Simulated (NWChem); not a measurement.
System: BeSiNH5; SMILES [NH2][Be][SiH3]

Input file for NWChem:

```
start job
memory heap 200 mb stack 900 mb global 1100 mb
geometry units angstroms noautosym nocenter noautoz
  Be    -0.007604    -0.774846     0.006077
  N     -0.000069    -2.277100     0.000973
  H     -0.823251    -2.871887     0.000232
  H      0.828151    -2.864798     0.000413
  Si    -0.008299     1.397450     0.004218
  H     -0.943417     1.972984    -1.019304
  H      1.350503     1.954328    -0.310883
  H     -0.408927     1.988109     1.324172
end
basis spherical
  * library def2-svpd
end
dft
  xc b3lyp
  iterations 150
end
property
  response 1 0.0
end
task dft property
```

Geometry: optimised at PBE0/def2-SVP.

Static field.

Predict the main results of this run. (B3LYP/def2-SVPD.) Quantities: isotropic polarisability (bohr³); anisotropy (bohr³).


| Property | Result |
|---|---|
| isotropic polarisability (bohr³) | 59.3 |
| anisotropy (bohr³) | 20.0 |
